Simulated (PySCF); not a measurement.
# Spinor energies of Ru³⁺ (ruthenium, charge +3)

Start: [Kr] 4d5; 4d3/2 filled at m_j = -3/2, -1/2, +1/2, +3/2; 4d5/2 filled at m_j = +5/2. Calculated with PySCF 2.14 in x2c-TZVPall-2c: generalised Hartree-Fock with the X2C-1e Hamiltonian and a Gaussian nucleus; one run each with spin-orbit coupling (SO) switched off, then screened by Boettger's factors.

```json
{"spinor shell": "1s1/2", "electrons": "2", "ε, spin-free (eV)": "-22270.4", "ε, screened SO (eV)": "-22269.1", "weight of nominal j (screened SO)": "1.000", "rms radius, screened SO (bohr)": "0.0384"}
{"spinor shell": "2s1/2", "electrons": "2", "ε, spin-free (eV)": "-3312.4", "ε, screened SO (eV)": "-3312.0", "weight of nominal j (screened SO)": "1.000", "rms radius, screened SO (bohr)": "0.158"}
{"spinor shell": "2p1/2", "electrons": "2", "ε, spin-free (eV)": "-2963.6", "ε, screened SO (eV)": "-3054.1", "weight of nominal j (screened SO)": "1.000", "rms radius, screened SO (bohr)": "0.137"}
{"spinor shell": "2p3/2", "electrons": "4", "ε, spin-free (eV)": "-2963.6", "ε, screened SO (eV)": "-2921.4", "weight of nominal j (screened SO)": "1.000", "rms radius, screened SO (bohr)": "0.142"}
{"spinor shell": "3s1/2", "electrons": "2", "ε, spin-free (eV)": "-646.86", "ε, screened SO (eV)": "-646.76", "weight of nominal j (screened SO)": "1.000", "rms radius, screened SO (bohr)": "0.428"}
{"spinor shell": "3p1/2", "electrons": "2", "ε, spin-free (eV)": "-529.23", "ε, screened SO (eV)": "-545.18", "weight of nominal j (screened SO)": "1.000", "rms radius, screened SO (bohr)": "0.425"}
{"spinor shell": "3p3/2", "electrons": "4", "ε, spin-free (eV)": "-529.23", "ε, screened SO (eV)": "-521.75", "weight of nominal j (screened SO)": "1.000", "rms radius, screened SO (bohr)": "0.435"}
{"spinor shell": "3d3/2", "electrons": "4", "ε, spin-free (eV)": "-340.09", "ε, screened SO (eV)": "-342.96", "weight of nominal j (screened SO)": "0.957", "rms radius, screened SO (bohr)": "0.417"}
{"spinor shell": "3d5/2", "electrons": "6", "ε, spin-free (eV)": "-340.09", "ε, screened SO (eV)": "-338.07", "weight of nominal j (screened SO)": "0.972", "rms radius, screened SO (bohr)": "0.420"}
{"spinor shell": "4s1/2", "electrons": "2", "ε, spin-free (eV)": "-128.34", "ε, screened SO (eV)": "-128.32", "weight of nominal j (screened SO)": "1.000", "rms radius, screened SO (bohr)": "1.08"}
{"spinor shell": "4p1/2", "electrons": "2", "ε, spin-free (eV)": "-92.399", "ε, screened SO (eV)": "-98.948", "weight of nominal j (screened SO)": "0.662", "rms radius, screened SO (bohr)": "1.19"}
{"spinor shell": "4p3/2", "electrons": "4", "ε, spin-free (eV)": "-92.399", "ε, screened SO (eV)": "-89.195", "weight of nominal j (screened SO)": "0.831", "rms radius, screened SO (bohr)": "1.19"}
{"spinor shell": "4d3/2", "electrons": "4", "ε, spin-free (eV)": "-46.181", "ε, screened SO (eV)": "-46.222", "weight of nominal j (screened SO)": "0.538", "rms radius, screened SO (bohr)": "1.53"}
{"spinor shell": "4d5/2", "electrons": "1", "ε, spin-free (eV)": "-46.181", "ε, screened SO (eV)": "-45.978", "weight of nominal j (screened SO)": "1.000", "rms radius, screened SO (bohr)": "1.54"}
```

```tsv
quantity	spin-free	screened SO
E (hartree)	-4525.91695	-4526.56016
M_J	5/2	5/2
⟨J²⟩	8.751	8.751
⟨L²⟩	0.000	0.024
⟨S²⟩	8.751	8.726
```

Each row is a mean over spinors that exchange with the open shell spreads, by up to 11.118 eV (4p3/2).

Rows whose weight is well below 1 are mixtures of j = l ± 1/2: exchange outweighs spin-orbit coupling there, and the label is only the starting occupation.

Breit and QED terms are absent; they matter most for the inner s and p1/2 levels.

Densities and radii are taken from the X2C orbitals without a picture-change correction, which distorts them close to the nucleus.

Without spin-orbit coupling the j labels of p, d and f shells carry no meaning; the spin-free column gives the mean over the occupied spinors of each nl shell.
